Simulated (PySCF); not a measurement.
Compound: trimethylarsine, C₃H₉As.
Z-matrix (Å and degrees, PBE0-D3(BJ)/def2-SVP geometry), rows numbered from 1:
```
C 
As  1  1.9655
C   2  1.9660  1   96.98
C   2  1.9661  1   97.01  3   -98.01
H   1  1.1009  2  111.62  3    49.08
H   1  1.1000  2  109.41  3   -71.80
H   1  1.1000  2  109.45  3   169.97
H   3  1.1009  2  111.55  1   -49.13
H   3  1.1000  2  109.44  1  -169.97
H   3  1.1000  2  109.47  1    71.72
H   4  1.1009  2  111.57  1    48.80
H   4  1.1000  2  109.40  1   169.64
H   4  1.0999  2  109.39  1   -72.06
```

Theory: PBE0-D3(BJ)/def2-SVP geometry optimisation, gas phase in PySCF.

Masses are those of the commonest isotopes; rigid-rotor values at the optimised geometry. 

Problem. What are A, B and C (GHz)?

Solution. Ia = 107.16, Ib = 107.24, Ic = 147.54 u·Å²; 505379 MHz·u·Å²/I gives 4716, 4712 and 3425 MHz, that is A = 4.7163, B = 4.7125, C = 3.4254 GHz.

Problem. Classify the top.

Solution. An oblate symmetric top, as the point group C3v requires two equal moments; the computed ones differ by 0.08 % because the geometry is symmetric only within the optimiser's tolerance. Ray's parameter κ = (2B − A − C)/(A − C) = 0.994; −1 is the prolate and +1 the oblate limit.

Problem. Is it planar, by Δ = Ic − Ia − Ib?

Solution. Not planar: Δ = Ic − Ia − Ib = -66.86 u·Å². For a rigid frame Δ = −2 Σ m c², so Σ m c² = 33.43 u·Å² lies off the ab plane: 9.29 from hydrogen and 24.14 from heavier atoms. The atom farthest from that plane is 1.69 Å away.

Problem. Give the other two planar moments, Paa and Pbb, and the rms extents of the mass along the axes.

Solution. Paa = Σ m a² = (Ib + Ic − Ia)/2 = 73.81 and Pbb = Σ m b² = (Ia + Ic − Ib)/2 = 73.73 u·Å². With the mass M = 119.99 u, the rms extents √(P/M) along a, b and c are 0.78, 0.78, 0.53 Å.

Problem. Where do the R-branch lines fall?

Solution. The dipole of 1.03 D lies along the symmetry axis, so ΔK = 0 and J+1 ← J falls at 2B(J+1) for every K: 9.43 GHz, 18.86 GHz, 28.29 GHz, 37.72 GHz, 47.14 GHz for J = 0 to 4.

Problem. Estimate the classical rotational partition function at 25 K, 200 K and 500 K.

Solution. Point group C3v, symmetry number σ = 3; q = (√π/σ)·√((kT/h)³/(ABC)), k/h = 20836.6 MHz/K: 805 at 25 K, 18200 at 200 K, 72000 at 500 K.

No PBE0-D3(BJ)/def2-SVP frequencies stand behind this structure, so it isn't proved a minimum. No vibrational averaging or centrifugal distortion is included, and the geometry carries the error of its method.
